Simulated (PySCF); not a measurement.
Te(Br)(Me) (CH₃BrTe), SMILES C[Te]Br. Geometry: PBE0-D3(BJ)/def2-SVP. The def2 effective core potentials stand for the cores of Te; spin–orbit coupling is left out.

Computed with PySCF 2.14.0 with PBE0-D3(BJ)/def2-SVP.

Harmonic wavenumbers (cm⁻¹): 122, 137, 259, 536, 830, 847, 1242, 1415, 1438, 3076, 3199, 3226. Rotational constants (GHz): 7.715, 1.492, 1.261; symmetry number 1.

Task: Work out the zero-point energy and the ideal-gas rigid-rotor harmonic-oscillator thermochemistry at 298.15 K and 1 atm.

Result: ZPE = ½ Σ hcν = ½ × 16326 cm⁻¹ = 97.65 kJ/mol. H − E(el) = 113.33 kJ/mol. Entropy in J/(mol K): translation 176.16, rotation 115.04, vibration 35.88, total 327.08. G − E(el) = 15.81 kJ/mol. Cp = 68.06 J/(mol K). Modes under 150 cm⁻¹ make the vibrational entropy uncertain.
